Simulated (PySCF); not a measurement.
Basis and Hamiltonian dependence of the electron affinity of Zr

Zr⁻ [Kr] 4d3 5s2 (4F) → Zr [Kr] 4d2 5s2 (3F). All values are computed (PySCF 2.14, energy differences of UHF-based or UKS calculations, no spin-orbit coupling). Values in eV.

| basis | Hamiltonian | functions | UHF | PBE | PBE0 | MP2 (valence) | CCSD(T) (valence) | CCSD(T) (valence and next inner shell) |
| --- | --- | --- | --- | --- | --- | --- | --- | --- |
| aug-cc-pVDZ-PP with ECP28MDF | ECP | 54 | -0.197 | 0.796 | 0.602 | -0.143 | 0.233 | n/a |
| def2-TZVPPD with the def2 core potential (28 electrons) | ECP | 56 | -0.563 | 0.609 | 0.456 | -0.115 | 0.107 | 0.162 |
| ANO-RCC-VTZP | spin-free X2C | 68 | -0.764 | 0.524 | 0.364 | -0.245 | -0.051 | 0.058 |
| aug-cc-pwCVDZ-PP with ECP28MDF | ECP | 70 | -0.220 | 0.800 | 0.607 | -0.116 | 0.253 | 0.265 |
| def2-QZVPPD with the def2 core potential (28 electrons) | ECP | 81 | -0.479 | 0.695 | 0.525 | -0.044 | 0.202 | 0.277 |
| aug-cc-pVTZ-PP with ECP28MDF | ECP | 88 | -0.202 | 0.802 | 0.606 | -0.156 | 0.270 | n/a |
| x2c-TZVPPall with one added diffuse shell each of s, p, d, f type | spin-free X2C | 95 | -0.242 | 0.850 | 0.646 | -0.101 | 0.273 | 0.339 |
| aug-cc-pVTZ-DK | spin-free X2C | 102 | -0.209 | 0.845 | 0.639 | -0.165 | 0.276 | n/a |
| aug-cc-pwCVTZ-PP with ECP28MDF | ECP | 122 | -0.205 | 0.800 | 0.604 | -0.171 | n/a | 0.352 |
| dyall-av2z | non-relativistic | 136 | 0.191 | 1.143 | 0.970 | 0.186 | n/a | n/a |
| aug-cc-pwCVTZ-DK with one added diffuse shell each of s, p, d, f, g type | spin-free X2C | 161 | -0.117 | n/a | n/a | n/a | n/a | n/a |

Frozen in the all-electron rows: valence: [Kr]; valence and next inner shell: [Ar] 3d10; with a core potential, the same shells as far as they lie outside it.

At UHF, def2-TZVPPD with the def2 core potential (28 electrons), ANO-RCC-VTZP lie more than 0.3 eV from the median of the rows with comparable relativity. Of these, ANO-RCC-VTZP has no diffuse functions of the l that the added or promoted electron needs.

Non-relativistic rows lack the scalar-relativistic shift.

In most of these bases the highest occupied level of the anion is positive at UHF, PBE, PBE0, so the basis helps to hold the electron.

Between the lowest levels the reference is 0.433 eV (measured; photodetachment measurements, as compiled on the Wikipedia data page of electron affinities); it includes spin-orbit coupling, which these numbers lack.
